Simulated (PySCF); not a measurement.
## Exercise with solution: entropy of an ideal gas

Si(H)2(Cl)(Me) (CH₅ClSi), SMILES [SiH2](Cl)C.

The structure is a stationary point at B3LYP-D3(BJ)/def2-TZVP.

B3LYP-D3(BJ)/def2-TZVP (PySCF) gives the harmonic wavenumbers 167, 200, 499, 513, 683, 696, 757, 892, 920, 971, 1295, 1454, 1461, 2241, 2245, 3033, 3104, 3117 cm⁻¹ and the rotational temperatures 0.7668, 0.1832, 0.1565 K. The molar mass is 80.59 g/mol, the symmetry number 1, the spin multiplicity 1.

Question: Work out the entropy at 298.15 K and 1 atm in the rigid-rotor, harmonic-oscillator model.

Answer: 
Translation (Sackur–Tetrode at 1 atm): S = R[1.5 ln M + 2.5 ln T − 1.16487] = 163.5 J/(mol K).
Rotation: q = (√π/σ) T^1.5/√(θA θB θC) = 61500, S = R[ln q + 3/2] = 104.2 J/(mol K).
Vibration: with u = 1.4388 ν/T, each mode gives R[u/(e^u − 1) − ln(1 − e^−u)]:
```json
[
 {"ν (cm⁻¹)": "167", "modes": "1", "u": "0.81", "S (J/(mol K))": "10.33"},
 {"ν (cm⁻¹)": "200", "modes": "1", "u": "0.97", "S (J/(mol K))": "8.92"},
 {"ν (cm⁻¹)": "499", "modes": "1", "u": "2.41", "S (J/(mol K))": "2.76"},
 {"ν (cm⁻¹)": "513", "modes": "1", "u": "2.48", "S (J/(mol K))": "2.62"},
 {"ν (cm⁻¹)": "683", "modes": "1", "u": "3.30", "S (J/(mol K))": "1.37"},
 {"ν (cm⁻¹)": "696", "modes": "1", "u": "3.36", "S (J/(mol K))": "1.30"},
 {"ν (cm⁻¹)": "757", "modes": "1", "u": "3.65", "S (J/(mol K))": "1.03"},
 {"ν (cm⁻¹)": "892", "modes": "1", "u": "4.30", "S (J/(mol K))": "0.60"},
 {"ν (cm⁻¹)": "920", "modes": "1", "u": "4.44", "S (J/(mol K))": "0.54"},
 {"ν (cm⁻¹)": "971", "modes": "1", "u": "4.69", "S (J/(mol K))": "0.44"},
 {"ν (cm⁻¹)": "1295", "modes": "1", "u": "6.25", "S (J/(mol K))": "0.12"},
 {"ν (cm⁻¹)": "1454", "modes": "1", "u": "7.02", "S (J/(mol K))": "0.06"},
 {"ν (cm⁻¹)": "1461", "modes": "1", "u": "7.05", "S (J/(mol K))": "0.06"}
]
```
The stiffer modes add less than 0.005 each. Sum 30.2 J/(mol K).
Spin: R ln 1 = 0.0 J/(mol K).
Total 297.8 J/(mol K); the program's own thermochemistry gives 297.8. Translation makes up 55 % and vibration 10 %. Anharmonicity, hindered rotation and orbital degeneracy are left out.
